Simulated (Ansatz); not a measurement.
Geometry optimisation, Ansatz 0.2.0, RKS PBE/def2-SVP.

input.yaml

```yaml
crystal:
  periodic: [false, false, false]
  atoms:
    - { symbol: Sn, position_ang: [0.13773, -0.020308, 0.215754] }
    - { symbol: H, position_ang: [0.518773, -0.207992, 1.888604] }
    - { symbol: C, position_ang: [2.272246, 0.034511, 0.316274] }
    - { symbol: H, position_ang: [2.495188, -0.931226, 0.811669] }
    - { symbol: H, position_ang: [2.921426, 0.166049, -0.571169] }
    - { symbol: H, position_ang: [2.436405, 0.862704, 1.033687] }
    - { symbol: Cl, position_ang: [-1.039926, 1.928167, -0.408548] }
    - { symbol: Cl, position_ang: [-0.937043, -1.831906, -0.851571] }
basis:
  gaussian: { orbitals: def2-SVP }
hamiltonian:
  xc: pbe
relax:
  f_tol: 0.03
  max_steps: 50
```

Launched with:

```bash
$ ansatz run input.yaml --threads 2 --pin off --max-ram 3072MiB --backend cpu --events-out ev --progress --plain --runs-dir out
```

Task: Where does it end, and by what steps?

Result: The run converged. After 7 steps the energy has fallen by 0.818 eV; H2 moved furthest, 1.02 Å.

| step | energy less start (eV) | largest force component (eV/Å) | accepted |
| --- | --- | --- | --- |
| 0 | 0.0000 | 1.376 | yes |
| 1 | -0.3268 | 0.879 | yes |
| 2 | -0.5171 | 0.525 | yes |
| 3 | -0.6747 | 0.405 | yes |
| 4 | -0.7666 | 0.242 | yes |
| 5 | -0.8068 | 0.336 | yes |
| 6 | -0.8177 | 0.087 | yes |
| 7 | -0.8184 | 0.016 | yes |

```xyz
8
Properties=species:S:1:pos:R:3
Sn 0.200 -0.053 0.529
H -0.473 -0.259 2.104
C 2.337 0.040 0.276
H 2.788 -0.907 0.629
H 2.552 0.182 -0.800
H 2.736 0.894 0.856
Cl -0.725 1.945 -0.356
Cl -0.611 -1.842 -0.804
```

Whether the end is a true minimum wasn't checked by a vibrational analysis.

Run time: 8 s on 2 threads of Intel(R) Xeon(R) 6975P-C (Granite Rapids) (shared host), peak memory 0.15 GiB.
